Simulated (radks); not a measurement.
Task: Spin polarisation of the 4p5 shell in Kr+. Start: [Ar] 3d10 4s2 4p(up 2.5, down 2.5); electrons of 4p are moved from spin down to spin up, other shells keep equal spins. Calculated with a radial shooting solver on a logarithmic mesh with Libxc functionals: non-relativistic Kohn-Sham, TPSS, spin-polarised, spherical densities, point nucleus; meta-GGA in the generalised Kohn-Sham scheme. Estimate the energy gained and the exchange splitting at a moment of 1 Bohr magnetons.

Result: At moment 1 the spin-polarisation energy is -0.237 eV and the 4p exchange splitting 0.949 eV, that is 0.949 eV per Bohr magneton; E = -I m^2/4 would give I = 0.948 eV.
